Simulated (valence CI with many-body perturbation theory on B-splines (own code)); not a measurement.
**In35+: electric-dipole lines**

Level of theory: configuration interaction combined with many-body perturbation theory (CI+MBPT): four valence electrons over a frozen Dirac-Fock core [Ne], a basis of 11 s, 11 p, 9 d, 7 f, 5 g, 2 h, 1 i functions for each j, with the one-electron correlation potential Σ1 (screened to all orders), the two-electron term Σ2, the three-electron term Σ3, Breit, model QED; selected single and double excitations, second order for the rest (own B-spline code, finite nucleus).

The last digits are not significant, and no measured levels were compared; by estimate large intervals hold to a few tenths of a per cent, small ones and those within an open d or f shell to about a per cent.

Lines 1 to 50 of 240 in falling wavelength, among levels below 2984500 cm⁻¹, chosen from the strongest by gf and those to the six lowest levels. Wavelengths and rates use the calculated energies. Electric multipoles are in the length gauge, E1 and E2 with the static RPA response of the core. Weak lines are less certain than strong ones. Lines between different terms over intervals too small for the method are left out, as are lines whose strength nearly cancels. The highest levels of a list are the least certain.

Levels are named by their leading jj configuration (3d3/2^4 stands for four electrons in 3d with j = 3/2), which in mixed levels can hold well under half, so a name can repeat and another be missing. Letters in brackets count levels of one name in rising energy.

```csv
λ vac (nm),Upper,Lower,A (s⁻¹),log gf,Branch %
38.43,(3s 3p1/2^2 3p3/2) J=2,(3s^2 3p3/2^2) J=2,6.41e+06,-3.15,0.1
33.05,(3s 3p1/2^2 3p3/2) J=1,(3s^2 3p3/2^2) J=0,8.40e+06,-3.38,0.0
24.82,(3s 3p1/2^2 3p3/2) J=1,(3s^2 3p3/2^2) J=2,1.15e+08,-2.50,0.2
20.22,(3s 3p1/2 3p3/2 3d3/2) J=3 [a],(3s^2 3p3/2 3d3/2) J=2,5.34e+08,-1.64,3.7
18.86,(3s 3p1/2 3p3/2 3d5/2) J=4 [a],(3s^2 3p3/2 3d3/2) J=3,7.16e+08,-1.46,33.3
17.99,(3s 3p1/2 3p3/2 3d5/2) J=4 [b],(3s^2 3p3/2 3d3/2) J=3,8.90e+08,-1.41,42.5
17.56,(3s 3p1/2^2 3d3/2) J=2,(3s^2 3p1/2 3d3/2) J=1,1.32e+09,-1.51,13.3
17.54,(3s 3p1/2^2 3d5/2) J=3,(3s 3p1/2 3p3/2^2) J=2 [b],7.48e+08,-1.62,2.3
17.13,(3s 3p1/2 3p3/2^2) J=2 [a],(3s^2 3p3/2^2) J=2,2.85e+08,-2.20,8.0
16.86,(3s 3p1/2 3p3/2 3d5/2) J=4 [b],(3s^2 3p3/2 3d5/2) J=4,6.55e+08,-1.60,31.3
16.76,(3s^2 3p1/2 3d3/2) J=2,(3s^2 3p3/2^2) J=2,1.79e+08,-2.42,62.2
16.31,(3s 3p1/2 3p3/2 3d5/2) J=4 [c],(3s^2 3p3/2 3d5/2) J=3,1.52e+09,-1.26,3.5
15.75,(3s 3p1/2 3p3/2 3d5/2) J=2 [c],(3s 3p3/2^3) J=1,1.70e+09,-1.50,1.0
15.54,(3s 3p1/2^2 3d5/2) J=3,(3s^2 3p1/2 3d5/2) J=3,1.63e+09,-1.38,4.9
15.45,(3s 3p1/2 3p3/2 3d3/2) J=2 [c],(3s^2 3p3/2 3d3/2) J=1,1.25e+09,-1.65,1.6
15.31,(3s 3p1/2^2 3d5/2) J=3,(3s^2 3p1/2 3d5/2) J=2,1.35e+09,-1.48,4.1
15.22,(3s 3p1/2^2 3p3/2) J=2,(3s^2 3p1/2 3p3/2) J=2,2.22e+09,-1.41,39.8
15.16,(3s 3p1/2 3p3/2^2) J=3,(3s^2 3p3/2^2) J=2,2.47e+09,-1.22,77.5
14.98,(3s^2 3p1/2 3d3/2) J=1,(3s^2 3p3/2^2) J=0,5.01e+08,-2.30,0.2
14.97,(3s 3p1/2 3p3/2 3d5/2) J=5,(3s^2 3p3/2 3d5/2) J=4,4.61e+09,-0.77,100.0
14.95,(3s 3p1/2 3p3/2 3d3/2) J=2 [d],(3s^2 3p3/2 3d3/2) J=2,1.43e+09,-1.62,0.6
14.93,(3s 3p1/2 3p3/2 3d5/2) J=4 [d],(3s^2 3p3/2 3d5/2) J=3,1.63e+09,-1.31,1.6
14.25,(3s 3p1/2^2 3p3/2) J=2,(3s^2 3p1/2 3p3/2) J=1,3.34e+09,-1.29,60.1
14.04,(3s 3p1/2 3p3/2 3d3/2) J=3 [b],(3s^2 3p3/2 3d3/2) J=3,1.93e+09,-1.40,1.5
13.92,(3s 3p1/2^2 3d3/2) J=1,(3s^2 3p1/2 3d3/2) J=2,5.12e+09,-1.35,47.1
13.89,(3s 3p1/2 3p3/2 3d3/2) J=3 [b],(3s^2 3p3/2 3d3/2) J=2,1.46e+09,-1.53,1.1
13.74,(3s 3p1/2 3p3/2 3d5/2) J=1 [a],(3s^2 3p3/2 3d5/2) J=2,4.45e+09,-1.42,10.5
13.63,(3s 3p1/2 3p3/2^2) J=1 [a],(3s^2 3p3/2^2) J=0,1.89e+09,-1.80,1.1
13.50,(3s 3p1/2^2 3d3/2) J=2,(3s^2 3p1/2 3d3/2) J=2,4.06e+09,-1.26,40.8
13.42,(3s 3p1/2 3p3/2 3d3/2) J=2 [b],(3s 3p1/2 3p3/2^2) J=1 [b],1.53e+09,-1.68,1.5
13.14,(3s 3p1/2 3p3/2 3d5/2) J=3 [e],(3s^2 3p3/2 3d5/2) J=3,4.02e+09,-1.14,1.7
13.02,(3s^2 3p1/2 3d3/2) J=1,(3s^2 3p3/2^2) J=2,1.14e+09,-2.06,0.4
12.92,(3s 3p1/2 3p3/2 3d3/2) J=2 [b],(3s 3p1/2 3p3/2^2) J=2 [b],2.08e+09,-1.58,2.1
12.78,(3s 3p1/2 3p3/2 3d5/2) J=3 [b],(3s^2 3p3/2 3d5/2) J=2,3.18e+09,-1.26,3.8
12.70,(3s 3p1/2 3p3/2 3d5/2) J=2 [d],(3s 3p3/2^3) J=2,3.63e+09,-1.36,1.3
12.62,(3s 3p1/2^2 3d5/2) J=3,(3s 3p1/2 3p3/2^2) J=3,1.52e+09,-1.60,4.6
12.56,(3s 3p1/2 3p3/2 3d3/2) J=2 [a],(3s^2 3p1/2 3d5/2) J=3,2.75e+09,-1.49,7.3
12.52,(3s^2 3p1/2 3d5/2) J=2,(3s^2 3p3/2^2) J=2,1.18e+09,-1.86,1.6
12.51,(3s 3p1/2^2 3p3/2) J=1,(3s^2 3p1/2 3p3/2) J=2,8.35e+09,-1.23,15.1
12.46,(3s 3p1/2 3p3/2 3d5/2) J=4 [c],(3s^2 3p3/2 3d5/2) J=4,1.75e+09,-1.44,4.0
12.45,(3s 3p1/2 3p3/2 3d5/2) J=2 [e],(3s 3p3/2^3) J=2,2.47e+09,-1.54,0.9
12.44,(3s 3p1/2 3p3/2 3d5/2) J=2 [d],(3s^2 3p3/2 3d5/2) J=1,4.51e+09,-1.28,1.6
12.37,(3s^2 3p1/2 3d5/2) J=3,(3s^2 3p3/2^2) J=2,1.48e+09,-1.62,2.8
12.34,(3s 3p1/2^2 3d5/2) J=2,(3s 3p1/2 3p3/2^2) J=3,1.28e+10,-0.83,30.2
12.34,(3s 3p1/2 3p3/2^2) J=1 [b],(3s^2 3p3/2^2) J=0,2.52e+09,-1.76,0.9
12.16,(3p1/2^2 3p3/2^2) J=0,(3s 3p1/2 3p3/2^2) J=1 [a],1.81e+10,-1.40,21.3
12.12,(3s 3p1/2 3p3/2 3d5/2) J=2 [b],(3s^2 3p3/2 3d5/2) J=2,8.52e+09,-1.03,4.8
12.10,(3s 3p1/2 3p3/2 3d5/2) J=3 [c],(3s^2 3p3/2 3d5/2) J=4,2.24e+09,-1.46,1.1
11.99,(3s 3p1/2 3p3/2^2) J=1 [a],(3s^2 3p3/2^2) J=2,4.98e+08,-2.49,0.3
11.97,(3s 3p1/2 3p3/2 3d3/2) J=3 [a],(3s^2 3p1/2 3d5/2) J=3,1.40e+09,-1.68,9.8
```
